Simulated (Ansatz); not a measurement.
Program: Ansatz. Geometries: PBE0-D4/def2-TZVP. ΔE: electronic, gas phase. CBS: MP2 limit from def2 TZ/QZ plus the TZ coupled-cluster correction, frozen cores. DFT in def2-TZVPP. HSE06 is defined as in plane-wave codes. For Sc outer-core shells are correlated without core-valence functions, which leaves a few kJ/mol of doubt a bond. Scalar relativity is left out up to krypton. One conformer a species, not always the lowest.

`OBB[SiH3]` + `[OH][Sc]([Cl])[Cl]` → `[SiH3][O][Sc]([Cl])[Cl]` + `BBO`  (cleavage of the Si–B bond)

`OBB[SiH3]`:

```xyz
10

O    -2.283    0.110   -0.707
B    -1.089    0.752   -0.654
B     0.390   -0.002   -0.707
Si    1.341   -0.675    0.934
H    -3.037    0.701   -0.643
H    -1.075    1.960   -0.529
H     0.990   -0.122   -1.739
H     0.756   -0.219    2.225
H     1.214   -2.163    0.879
H     2.793   -0.341    0.940
```

`[OH][Sc]([Cl])[Cl]`:

Cartesian coordinates in Å:
```
O 0.888 0.750 0.696
Sc -0.308 -0.262 -0.242
Cl -2.499 0.413 -0.364
Cl 0.410 -2.182 -1.275
H 1.510 1.282 1.186
```

`[SiH3][O][Sc]([Cl])[Cl]`:

Cartesian coordinates in Å:
```
Si -1.502 0.361 0.421
O 0.037 -0.006 -0.020
Sc 1.772 -0.424 -0.500
Cl 3.421 -0.238 1.081
Cl 2.177 -1.110 -2.649
H -1.985 -0.638 1.408
H -1.533 1.715 1.032
H -2.385 0.341 -0.773
```

`BBO`:

Z-matrix (Å, degrees):
```
B
B 1 1.671
H 1 1.200 2 122.0
H 1 1.200 2 122.0 3 -174.5
O 2 1.357 1 123.3 3 -92.7
H 2 1.214 1 118.1 3 87.3
H 5 0.960 2 113.4 1 -180.0
```

(1) Is it downhill or uphill in electronic energy at CCSD(T)/CBS, and by how much? (Best estimate.)

(2) What do these levels give: r2SCAN0-D4, HSE06-D4, PBE, r2SCAN, CCSD/def2-TZVPP, MP2/def2-QZVPP? (Best estimate.)

Largest T1 diagnostic among the species: 0.015.

Results:

(1) Computed: Downhill: ΔE = -28.1 kcal/mol.

(2) Computed: r2SCAN0-D4 -26.4, HSE06-D4 -23.5, PBE -21.3, r2SCAN -25.4, CCSD/def2-TZVPP -28.4, MP2/def2-QZVPP -30.0 kcal/mol.

At CCSD(T), def2-SVP lies +1.5 kcal/mol from the extrapolated value and def2-TZVPP +0.4 kcal/mol. In def2-TZVPP, CCSD(T) changes the Hartree–Fock value by +6.1 kcal/mol (the triples alone add +0.7 kcal/mol) and MP2 by +4.4 kcal/mol.
